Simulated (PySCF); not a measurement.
C4H7FO, SMILES C[C@@]1(F)CCO1. Atoms are numbered in the order given.

```xyz
13

C      1.7110    -0.5027     0.1712
C      0.3481     0.1226     0.0700
F      0.4506     1.4354     0.5083
C     -0.4941     0.0412    -1.2121
C     -1.5604    -0.5592    -0.2858
O     -0.6348    -0.5547     0.8240
H      2.0272    -0.4893     1.2249
H      2.4384     0.0664    -0.4260
H      1.6824    -1.5443    -0.1777
H     -0.7146     1.0209    -1.6571
H     -0.0990    -0.6443    -1.9750
H     -1.8983    -1.5814    -0.5245
H     -2.4396     0.0791    -0.0901
```

Geometry optimised at r2SCAN-D4/def2-SVP. The structure was generated by enumeration; whether it is a known compound was not checked.

Method: r2SCAN-D4/def2-SVP (PySCF).

Harmonic, unscaled wavenumbers; measured fundamentals usually lie a few per cent lower.

Task: Estimate the vibrational spectrum. (Estimate from the structure and the level; the computed values follow.)

Result: 
| mode | ν (cm⁻¹) | IR (km/mol) | moving atoms (share of kinetic energy) |
|---|---|---|---|
| 1 | 81 | 1.1 | H 39 %, C 38 %, O 13 %, F 10 % |
| 2 | 241 | 0.9 | H 92 % |
| 3 | 306 | 2.6 | H 41 %, C 35 %, O 14 %, F 10 % |
| 4 | 375 | 1.3 | C 32 %, F 31 %, H 28 %, O 9 % |
| 5 | 443 | 5.5 | C 32 %, H 30 %, F 25 %, O 13 % |
| 6 | 504 | 3.2 | F 34 %, O 33 %, C 22 %, H 11 % |
| 7 | 679 | 7.0 | C 56 %, H 19 %, F 17 % |
| 8 | 772 | 1.5 | H 83 %, C 13 % |
| 9 | 884 | 40.2 | H 47 %, C 41 %, F 10 % |
| 10 | 892 | 27.8 | C 43 %, O 30 %, H 27 % |
| 11 | 930 | 43.5 | H 44 %, C 27 %, F 17 %, O 12 % |
| 12 | 968 | 7.1 | H 62 %, C 34 % |
| 13 | 1000 | 16.6 | C 51 %, H 33 %, O 16 % |
| 14 | 1030 | 93.8 | C 50 %, O 38 %, H 11 % |
| 15 | 1158 | 46.8 | H 53 %, C 40 % |
| 16 | 1160 | 38.1 | H 57 %, C 38 % |
| 17 | 1192 | 14.9 | H 66 %, C 32 % |
| 18 | 1206 | 4.9 | H 63 %, C 37 % |
| 19 | 1238 | 76.1 | C 55 %, H 42 % |
| 20 | 1303 | 63.5 | C 55 %, H 44 % |
| 21 | 1345 | 12.1 | H 63 %, C 33 % |
| 22 | 1396 | 65.9 | H 54 %, C 46 % |
| 23 | 1440 | 15.5 | H 89 %, C 11 % |
| 24 | 1452 | 3.0 | H 95 % |
| 25 | 1455 | 1.9 | H 91 %, C 9 % |
| 26 | 1505 | 1.1 | H 88 %, C 11 % |
| 27 | 3036 | 68.1 | H 95 % |
| 28 | 3051 | 4.9 | H 97 % |
| 29 | 3089 | 10.4 | H 94 % |
| 30 | 3100 | 28.8 | H 90 %, C 10 % |
| 31 | 3159 | 5.9 | H 90 %, C 10 % |
| 32 | 3165 | 4.4 | H 90 %, C 10 % |
| 33 | 3169 | 12.2 | H 90 %, C 10 % |
